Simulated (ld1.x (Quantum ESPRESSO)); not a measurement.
## Be (Z = 4), RRKJ: configuration errors across variants

* Element: beryllium
* Generator: ld1.x (Quantum ESPRESSO) 7.5
* Type: norm-conserving RRKJ (Kleinman–Bylander form)
* Functional: PBE
* Relativity: scalar-relativistic
* Frozen core: [He]
* Valence charge: 2
* Reference configuration: 2s0.5 2p0 (charge +1.5)
* Partial waves: 2s (bound): rc 1.70 bohr; 2p (bound, empty): rc 2.80 bohr; 3d channel at 0.15 Ry: rc 3.00 bohr
* Local potential: all-electron potential smoothed inside 1.60 bohr (lloc = -2)
* Core correction: none

All-electron excitation energies from the reference (eV): (1) 2s2 2p0 -17.482; (2) 2s1 2p0 -7.931; (3) 2s1.5 2p0 -13.721; (4) 2s1 2p1 -13.869; (5) 2s0 2p1 -4.022; (6) 2s0 2p2 -10.230.

2 further variants failed, have other tests or another functional or relativity, and are left out.

A true bound ghost makes a file unfit for plane-wave use even where its test errors are small: the radial tests pick states by their node count and pass the ghost by.

Errors AE − PS in meV (a dash: test not solved or not reliable):

| change | (1) | (2) | (3) | (4) | (5) | (6) | bound ghosts |
| --- | --- | --- | --- | --- | --- | --- | --- |
| base | +80 | +25 | +57 | +130 | +88 | +181 | none |
| core correction a·sin(br)/r model core inside 0.74 bohr | +23 | +4.0 | +13 | +57 | +40 | +87 | none |
| wave 3d channel at 0.15 Ry: rc 3.00 bohr becomes 3d channel at 0.15 Ry: rc 2.76 bohr | +80 | +25 | +57 | +130 | +88 | +181 | none |
| local potential all-electron potential smoothed inside 2.15 bohr (lloc = -2) | +78 | +24 | +57 | +129 | +88 | +180 | none |
| wave 3d channel at 0.15 Ry: rc 3.00 bohr becomes 3d channel at 3.22 Ry: rc 3.00 bohr | +80 | +25 | +57 | +130 | +88 | +181 | d |
| type TM; local potential the s channel | +77 | +24 | +55 | +127 | +95 | +183 | none |
| wave 2p (bound): rc 2.80 bohr becomes 2p (bound): rc 2.14 bohr | +80 | +25 | +57 | +117 | +96 | +171 | none |

Task: Give the same row for: all radii scaled by about 1.25 (s 2.14, p 3.50, d 3.76 bohr); local potential all-electron potential smoothed inside 2.00 bohr (lloc = -2).

Result: +81, +25, +58, +191, +121, +288; bound ghosts: none.
